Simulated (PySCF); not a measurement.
C₆H₅F.
SMILES with atom numbers: `[CH:1]#[C:2][C:3]([CH3:4])([F:5])[C:6]#[CH:7]` (hydrogens: H8 on C1; H9, H10, H11 on C4; H12 on C7)

Structure optimised with GFN2-xTB, isolated species.

(1) List the bond lengths and angles at this level.

Results:

(1) 
| bond | length (Å) | order |
| --- | --- | --- |
| C1≡C2, C6≡C7 | 1.196 | triple |
| C2–C3, C3–C6 | 1.460 | single |
| C3–C4 | 1.530 | single |
| C3–F5 | 1.401 | single |
| C1–H8, C7–H12 | 1.049 | single |
| C4–H9, C4–H10, C4–H11 | 1.088 | single |

Bonds in one row agree within 0.01 Å and their mean is given. Orders are formal, as drawn. A selection of angles:
| angle | degrees |
| --- | --- |
| C2–C1–H8 | 179.2 |
| C1–C2–C3 | 179.0 |
| C2–C3–C4 | 111.2 |
| C2–C3–F5 | 108.7 |
| C2–C3–C6 | 109.1 |
| C4–C3–F5 | 108.0 |
| C3–C4–H9 | 109.5 |
| H9–C4–H10 | 109.3 |

The C–C distances run from 1.196 Å (C1≡C2, drawn triple) to 1.530 Å (C3–C4, drawn single), a spread of 0.334 Å.

Point group: Cs (every atom within 0.08 Å of its image). Stationary, but not proved a minimum.

The numbers are calculated, not measured.
